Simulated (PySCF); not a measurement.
C4H13NSi, SMILES [SiH3][C@@H](C)NCC. Geometry: PBE-D3(BJ)/def2-SVP. The structure was generated by enumeration; whether it is a known compound was not checked. One conformer was computed; it need not be the lowest.

Computed equilibrium geometry at PBE-D3(BJ)/def2-SVP (PySCF confirms it by a frequency run) as a Z-matrix (one conformer of several):
```
N
H 1 1.0286
C 1 1.4581 2 109.18
H 3 1.1121 1 107.99 2 179.39
H 3 1.1217 4 105.45 1 122.03
C 1 1.4663 2 109.77 3 129.80
H 6 1.1143 1 105.92 2 47.63
C 3 1.5257 4 109.50 5 117.35
H 8 1.1082 3 110.59 4 61.63
H 8 1.1083 9 108.85 3 122.51
H 8 1.1110 9 107.61 10 116.04
C 6 1.5408 7 107.80 1 125.31
H 12 1.1092 6 111.28 7 54.42
H 12 1.1096 13 107.34 6 -123.04
H 12 1.1120 13 107.67 14 -115.38
Si 6 1.9212 7 102.24 1 -114.84
H 16 1.5031 6 109.96 7 54.67
H 16 1.5068 17 108.75 6 -123.34
H 16 1.5083 17 108.93 18 -116.68
```
